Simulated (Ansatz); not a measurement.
`C[S][In]([F])[F]` + H₂S → `[F][In]([F])[SH]` + CH₃SH at 400 K and 1 bar (ligand exchange at the In–S bond).

Computed with Ansatz on PBE0-D4/def2-TZVP structures; ΔE is electronic, products minus reactants. CCSD(T)/CBS is the MP2 limit (def2-TZVPP, def2-QZVPP) plus CCSD(T) − MP2 in def2-TZVPP, frozen cores. This one scheme is used for every species. Elements past krypton have def2 core potentials. For In outer-core shells are correlated without core-valence functions, which leaves a few kJ/mol of doubt a bond. One conformer a species, not always the lowest.

```tsv
species	CCSD(T)/CBS energy (Eh)	H − E (kJ/mol)	S (J/(mol·K))
`C[S][In]([F])[F]`	-827.12092	146.2	422.7
H₂S	-398.97279	53.4	215.9
`[F][In]([F])[SH]`	-787.86618	61.0	371.0
CH₃SH	-438.22835	138.7	269.4
```

H − E and S are ideal-gas, rigid-rotor, harmonic terms from PBE0-D4/def2-TZVP, for one conformer and one mirror image of each species. 1 Eh = 2625.50 kJ/mol, R = 8.31446 J/(mol·K).

**Question.** By hand: ΔE, ΔH, ΔS and ΔG.

**Answer.** ΔE = (-787.86618) + (-438.22835) − (-827.12092) − (-398.97279) = -0.00082 Eh = -2.2 kJ/mol. Δ(H − E) = 61.0 + 138.7 − 146.2 − 53.4 = 0.1, so ΔH = -2.1 kJ/mol. ΔS = 371.0 + 269.4 − 422.7 − 215.9 = 1.8 J/(mol·K). ΔG = -2.1 − 400 × (1.8)/1000 = -2.8 kJ/mol.

**Question.** By hand: the equilibrium constant, and the temperature at which ΔG would vanish if ΔH and ΔS stayed fixed.

**Answer.** log₁₀ K = −ΔG/(RT ln 10) = 0.4. ΔH and −TΔS have one sign here, so there is no such temperature.

TΔS isn't small against ΔH here. The sign of ΔG lies within the doubt. A doubt of 5 kJ/mol in ΔE shifts log₁₀ K by 0.7 here. Other conformers and mirror images would add mixing entropy, several J/(mol·K) or more a flexible species. Modes under 60 cm⁻¹, often nearly free rotors, make the harmonic entropy too high. These are equilibria of isolated gas molecules and say nothing of rates. Largest T1 diagnostic: 0.016 (customary marks: 0.02 for closed shells, 0.045 for open ones).

ΔS is within the doubt of such terms, so its sign, and with it that verdict, could turn.
